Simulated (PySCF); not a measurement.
A species of formula C7H13NO has this rotational fingerprint, computed with PBE0/pcSseg-1 in PySCF (dipole) on a GFN2-xTB geometry, gas phase:

```
Rotational constants : A = 2437, B = 904.5, C = 713.5 MHz
Dipole components    : |μa| = 3.41 D, |μb| = 1.78 D, |μc| = 1.79 D
Inertial defect      : -57.77 u·Å²
κ                    : -0.78
```

**Question.** Which candidate fits, each taken in the one conformer that was computed?
A. `[CH3:1][CH2:2][CH2:3]/[CH:4]=[CH:5]\[C:6](=[O:7])[NH:8][CH3:9]` with C1–C2–C3–C4 -179°, C2–C3–C4–C5 -115°, C4–C5–C6–O7 -126°, C5–C6–N8–C9 178°
B. `[CH3:1][C:2](=[O:3])[NH:4][CH2:5][CH:6]1[CH2:7][CH2:8][CH2:9]1` with C1–C2–N4–C5 -176°, C2–N4–C5–C6 109°, N4–C5–C6–C7 74°, C5–C6–C7–C8 129°, C6–C7–C8–C9 -10°, C7–C8–C9–C6 10°, C5–C6–C9–C8 -130°
C. `[CH2:1]=[N:2][C@@H:3]1[CH2:4][CH2:5][CH2:6][C@@H:7]1[O:8][CH3:9]` with C1–N2–C3–C4 -144°, C6–C7–O8–C9 71°, N2–C3–C4–C5 -80°, C3–C4–C5–C6 -15°, C4–C5–C6–C7 -12°, C5–C6–C7–O8 153°
D. `[CH3:1][C@H:2]([C:3]#[N:4])[O:5][C:6]([CH3:7])([CH3:8])[CH3:9]` with C1–C2–O5–C6 -155°
E. `[CH2:1]=[CH:2][CH2:3][NH:4][C:5](=[O:6])[CH:7]([CH3:8])[CH3:9]` with C1–C2–C3–N4 127°, C2–C3–N4–C5 117°, C3–N4–C5–O6 3°, N4–C5–C7–C8 -132°
F. `[CH3:1][C:2]([CH3:3])=[C:4]([CH3:5])[CH2:6][NH:7][CH:8]=[O:9]` with C2–C4–C6–N7 99°, C4–C6–N7–C8 -107°, C6–N7–C8–O9 -4°

**Answer.** A. It is CCC/C=C\C(=O)NC, an asymmetric top, point group C1. The candidates at the same level (rigid rotor, commonest isotopes):

```
                SMILES  A (MHz)  B (MHz)  C (MHz)  μa (D)  μb (D)  μc (D)  Δ (u·Å²)  point group                        rotor
  C[C@H](C#N)OC(C)(C)C     2379     1167    965.8    2.45    2.39    1.52   -122.22           C1               asymmetric top
        CC(=O)NCC1CCC1     4329    737.1    671.0    1.74    3.25    0.67    -49.15           C1  near-prolate asymmetric top
C=N[C@@H]1CCC[C@@H]1OC     2021     1581     1030    0.76    0.56    1.11    -78.79           C1               asymmetric top
       CC(C)=C(C)CNC=O     2386     1106    834.9    1.82    3.08    0.87    -63.45           C1               asymmetric top
       C=CCNC(=O)C(C)C     3813    724.5    686.8    0.95    2.05    2.56    -94.19           C1  near-prolate asymmetric top
       CCC/C=C\C(=O)NC     2437    904.5    713.5    3.41    1.78    1.79    -57.77           C1               asymmetric top
```

`C=CCNC(=O)C(C)C` has A 56 % too high; `CC(=O)NCC1CCC1` has A 78 % too high; `C[C@H](C#N)OC(C)(C)C` has C 35 % too high; `CC(C)=C(C)CNC=O` has B 22 % too high; `C=N[C@@H]1CCC[C@@H]1OC` has B 75 % too high. No structure here is proved a minimum.
